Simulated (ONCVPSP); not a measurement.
# What one change does to a pseudopotential (silver, ONCV)

ONCVPSP 4.0.1 input, shortened (lines: element, Z, core and valence counts, functional; n l f; lmax; l rc ep ncon nbas qcut; lloc lpopt rc5 dvloc0; l nproj debl; icmod fcfact rcfact), PBEsol, scalar-relativistic:

```
  Ag 47.00    6    4  -116133      upf
    1    0    2.00
    2    0    2.00
    2    1    6.00
    3    0    2.00
    3    1    6.00
    3    2   10.00
    4    0    2.00
    4    1    6.00
    4    2   10.00
    5    0    0.50
    2
    0    1.45    0.00    4    7    9.40
    1    1.15    0.00    4    8    7.40
    2    1.50    0.00    5   10   11.20
    4    4    0.80    4.00
    0    3    2.20
    1    2    3.10
    2    2    3.00
    1    0.60    0.00
```

All-electron outer shells of the reference configuration (PBEsol, scalar-relativistic, ld1.x):

```csv
shell,level (eV),outermost node (bohr),outermost maximum (bohr)
3d,-362.36,–,0.27
4s,-98.90,0.44,0.82
4p,-62.46,0.44,0.87
4d,-11.38,0.43,1.04
5s,-7.71,1.11,2.43
```

Change: d: qcut 6.9.

Cutoffs: the cutoffs (Ha) at which the residual kinetic energy of the hardest occupied pseudo-wave falls to 1 and 0.1 mHa per electron; they do not see the model core or the augmentation charge, which bear on the density cutoff. Errors are all-electron minus pseudo energies relative to the spin-unpolarised reference configuration.

Problem. Predict the effect on cutoff, ghosts and configuration errors.

Solution. The potential gets neither clearly harder nor softer (79 Ha and 151 Ha → 79 Ha and 154 Ha); the p channel sets the loose cutoff, while the largest relative change is in d, which becomes harder; of the 4 tests that both files solve, the error grows in 1 and shrinks in 0 by more than 15 % and 0.3 meV (median size 1.8 → 1.8 meV); neither file shows a bound ghost.

| quantity | base | changed |
| --- | --- | --- |
| cutoff, loose | 79 Ha | 79 Ha |
| cutoff, tight | 151 Ha | 154 Ha |
| loose cutoff by channel | s 30 Ha, p 79 Ha, d 35 Ha | s 30 Ha, p 79 Ha, d 54 Ha |
| bound ghosts | none | none |
| GHOST(+) flags under 300 eV | none | none |
| error for 4s2 4p6 4d10 5s1, meV [ΔE -3.02 eV] | +0.5 | +0.5 |
| error for 4s2 4p6 4d10 5s0, meV [ΔE 4.73 eV] | -0.9 | -0.8 |
| error for 4s2 4p6 4d9 5s0, meV [ΔE 26.84 eV] | -2.7 | -2.7 |
| error for 4s1 4p6 4d10 5s1, meV [ΔE 98.95 eV] | -151 | -199 |
| s: phases at 1.47 bohr within 0.05 rad from the reference energy up to (Ha; the scan ends near 5) | to the end of the scan | to the end of the scan |
| p: phases at 1.17 bohr within 0.05 rad from the reference energy up to (Ha; the scan ends near 5) | to the end of the scan | to the end of the scan |
| d: phases at 1.53 bohr within 0.05 rad from the reference energy up to (Ha; the scan ends near 5) | to the end of the scan | to the end of the scan |
| rms error of d²Exc/dni dnj with the model core, mHa | 0.84 | 0.86 |
